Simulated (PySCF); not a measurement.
A structure optimised at PBE0-D3(BJ)/def2-SVP, used in a PySCF frequency run:

```xyz
8

In     0.0230    -0.5161     0.0000
F      0.8255    -2.2851     0.0000
F     -1.9382    -0.5075     0.0000
S      0.9576     1.6494     0.0000
C     -0.6128     2.6032     0.0000
H     -1.4913     1.9445     0.0000
H     -0.6328     3.2353    -0.8974
H     -0.6328     3.2353     0.8974
```
Charge 0, spin multiplicity 1.

Task: Write its SMILES, formula and point group.

Result: C[S][In]([F])[F], CH3F2InS, Cs

Task: What are its rotational constants (standard atomic weights)?

Result: 4.1171, 1.5404, 1.1291 GHz
